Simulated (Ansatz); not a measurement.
Start from `C[Si](C)(F)[AlH2]` and change one atom or group to get `C[Si](C)(F)Br`.

Ansatz, PBE0-D4/def2-TZVP geometries, multiplicity 1. 

Scalar relativity is left out up to krypton.

```
                                      property  `C[Si](C)(F)[AlH2]`
size of the dipole moment (PBE/def2-TZVPP) / D                 1.70
             HOMO energy (PBE/def2-TZVPP) / eV                -5.97
         HOMO energy (ωB97M-V/def2-TZVPP) / eV                -9.09
           HOMO energy (B3LYP/def2-TZVPP) / eV                -6.92
            HOMO energy (PBE0/def2-TZVPP) / eV                -7.09
          HOMO–LUMO gap (PBE0/def2-TZVPP) / eV                 5.01
```

Q: What does the change do to each property? (Estimate.)

A: The calculation gave: 
| property | `C[Si](C)(F)Br` | shift |
| --- | --- | --- |
| size of the dipole moment (PBE/def2-TZVPP) / D | 2.39 | 0.69 |
| HOMO energy (PBE/def2-TZVPP) / eV | -7.00 | -1.03 |
| HOMO energy (ωB97M-V/def2-TZVPP) / eV | -10.51 | -1.42 |
| HOMO energy (B3LYP/def2-TZVPP) / eV | -8.04 | -1.12 |
| HOMO energy (PBE0/def2-TZVPP) / eV | -8.29 | -1.20 |
| HOMO–LUMO gap (PBE0/def2-TZVPP) / eV | 9.15 | 4.14 |

With PBE0 the HOMO falls by 1.20 eV and the LUMO rises by 2.94 eV, so the gap widens by about 4.14 eV. PBE moves the HOMO by -1.03 eV and ωB97M-V by -1.42 eV. Dipoles are sizes alone; their direction can turn.

B3LYP here is the variant with VWN-RPA as its local correlation; programs differ in this.

Spin–orbit coupling is left out; it splits and shifts lone-pair levels of the heavy atoms by tenths of an eV.
